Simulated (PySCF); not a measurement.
Unknowns

PySCF 2.14 calculation with geometry from GFN2-xTB and PBE0/pcSseg-1 with gauge-including orbitals; non-relativistic Hamiltonian, isolated molecule, one averaged value for each set of equivalent atoms, a single conformation.

References, each an isolated molecule treated in the same way: ¹H, ¹³C vs TMS. Splittings of carbon signals by F and P are missing where no couplings were computed. Where no couplings were computed, multiplicities follow the n + 1 count of equivalent neighbours, and m marks all less simple cases (inequivalent or close neighbours, rings, F or P nearby). Shifts are as computed. Against solution values, carbons near 30 ppm lie about +3 ppm off and those near 130 ppm about +5 ppm. Of 1211 compounds with measured shifts, 218 miss one by over three times the rms of a fit or turn the order of signals round; such compounds aren't used in these exercises.

Problem. C2H12OP2Si2. ¹H NMR (400 MHz, computed): δ 6.19 (m, 1H), 5.29 (sept, 1H), 1.40 (m, 4H), 0.22 (d, 6H). ¹³C{¹H} NMR (computed): δ 2.3. Give a structure.

Solution. `C[SiH](C)O[SiH](P)P`. 1 carbon signal for 2 carbons: some carbons are equivalent by symmetry or fast rotation. Carbon types of the structure: 2 × CH3, leaving 6 H on heteroatoms. δC 2.3: methyl carbon bonded to Si; an electropositive neighbour leaves it electron-rich and shielded. δH 6.19: hydrogen on a silicon bonded to O, 2 P. δH 5.29: hydrogen on a silicon bonded to 2 C, O. δH 0.22: hydrogen on a methyl carbon bonded to Si; an electropositive neighbour shields it, as in TMS itself.

The data come from this structure; uniqueness wasn't tested.

Problem. C8H13F. ¹H NMR (400 MHz, computed): δ 5.59 (br s, 1H), 5.46 (m, 1H), 5.34 (m, 1H), 5.30 (br s, 1H), 4.67 (m, 2H), 2.92 (m, 2H), 2.38 (q, 2H), 0.95 (t, 3H). ¹³C{¹H} NMR (computed): δ 159.3, 152.0, 120.2, 117.1, 86.8, 44.4, 36.3, 16.5. What is it?

Solution. `InChI=1S/C8H13F/c1-4-7(2)8(3)5-6-9/h2-6H2,1H3`. Rings plus π bonds: 2 (no ring in the answer). 8 carbon signals for 8 carbons: no two carbons are equivalent. Carbon types of the structure: 2 × C, 5 × CH2, 1 × CH3, which accounts for all hydrogens. δC 159.3, 152.0: fully substituted alkene carbon; the olefinic region. δC 120.2, 117.1: terminal =CH2 carbon; an sp2 carbon of a C=C bond. δC 86.8: sp3 CH2 bonded to F; the inductive effect lowers its shielding. δC 16.5: methyl carbon; saturated and bonded to C and H only.

The shifts were computed for this structure.

Problem. C10H12O. ¹H NMR (400 MHz, computed): δ 7.83 (d, 2H), 7.60 (m, 2H), 5.99 (s, 1H), 2.94 (sept, 1H), 0.94 (d, 6H). ¹³C{¹H} NMR (computed): δ 142.2 (C), 135.3 (CH), 123.1 (CH), 69.4 (CH), 66.4 (CH), 24.3 (CH3). Identify the compound.

Solution. `O(C(C)C)C1C2=CC=CC=C12`. Rings plus π bonds: 5 (2 rings in the answer). 6 carbon signals for 10 carbons: some carbons are equivalent by symmetry or fast rotation. Carbon types of the structure: 2 × C, 6 × CH, 2 × CH3, which accounts for all hydrogens. δC 142.2: substituted aromatic carbon. δC 135.3, 123.1: aromatic CH. δC 69.4: sp3 CH bonded to O; pulled downfield by the heteroatom. δC 66.4: three-membered-ring carbon; deshielded by the electronegative neighbour.

This is the structure that produced the data.
